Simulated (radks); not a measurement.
Neutral hydrogen, 1s1. Calculated with a radial shooting solver on a logarithmic mesh with Libxc functionals: non-relativistic Kohn-Sham, exchange-only PBE, spin-polarised, spherical densities, point nucleus. Every spin shell is full or empty, so the densities are truly spherical. Functionals are evaluated on that one density, not self-consistently. Rank these orbital-free kinetic functionals by their error against the exact value of the orbitals, and give that value: Thomas-Fermi, TF + vW, TF + vW/9, TF + vW/5, LC94, APBEK, revAPBEK, Perdew 92, Thakkar, Pearson, LKT, PG1, DePristo-Kress.

Answer. Exact: 0.494320 hartree. From best to worst, with 100 (|E| - |E exact|)/|E exact| (equal figures are ties): APBEK +1.31, LC94 +1.42, Thakkar +1.67, DePristo-Kress +1.68, TF + vW/9 +1.84, Perdew 92 +1.86, revAPBEK +2.20, Pearson -3.14, Thomas-Fermi -9.27, TF + vW/5 +10.73, PG1 +53.83, LKT +61.30, TF + vW +90.73.
